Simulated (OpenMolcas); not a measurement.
A run on Zr2+.

```yaml
Program: OpenMolcas 26.06
Method: "XMS-CASPT2, IPEA 0.1 Eh, no level shift (closed shells correlated: 4s 4p)"
Basis: ANO-RCC-VDZP [6s5p3d1f]
Scalar_Hamiltonian: DKH2, point nucleus
Active_space: 2 electrons in 5 orbitals (4d)
State_averaging: 2S+1 = 3 even, 10 roots; 2S+1 = 1 even, 15 roots
Spin-orbit_coupling: RASSI with atomic mean-field integrals over the reference wave functions, term energies averaged over their components
```

First CASPT2 step and the start of its output:

```
&CASPT2
XMultistate=10 1 2 3 4 5 6 7 8 9 10
Frozen=8 6
IPEA=0.1
MaxIter=60
WThr=0.0 0.3 0.05
PrWF=0.5
NoMix
```

```
--- CASPT2 ---
Orbital specifications:
      -----------------------

      Symmetry species                           1   2
                                                ag  au
      Frozen orbitals                            8   6
      Inactive orbitals                          1   3
      Active orbitals                            5   0
      Secondary orbitals                         7  13
      Deleted orbitals                           0   0
      Number of basis functions                 21  22
Type of calculation                        XMS-CASPT2
      Fock operator                              state-average
      IPEA shift                                 0.10
      Real shift                                 0.00
      Imaginary shift                            0.00
      The input orbitals will be transformed to quasi-canonical
      The input states will be rotated to diagonalize the Fock operator
Reference energy:       -3595.1598710257
      E2 (Non-variational):      -0.1988898791
      E2 (Variational):          -0.1988898620
      Total energy:           -3595.3587608877
      Residual norm:              0.0000002436
      Reference weight:           0.94496
      Contributions to the CASPT2 correlation energy
      Active & Virtual Only:         -0.0093234999
      One Inactive Excited:          -0.0677688633
      Two Inactive Excited:          -0.1217975159
Reference energy:       -3595.1598710257
      E2 (Non-variational):      -0.1965475200
      E2 (Variational):          -0.1965475039
      Total energy:           -3595.3564185296
      Residual norm:              0.0000002353
      Reference weight:           0.94620
      Contributions to the CASPT2 correlation energy
      Active & Virtual Only:         -0.0074924248
...
```

Over all roots the printed reference weights run from 0.68 to 0.95, and roots that are degenerate in the reference spread by up to 270 cm-1.

Q: Did the run give usable levels, and if not, why?

A: No. The equations converged, but the reference weight falls to 0.68 for at least one root against 0.95 for the best. A drop of that size marks an intruder state, so the energies of such roots and the levels built on them can't be trusted.
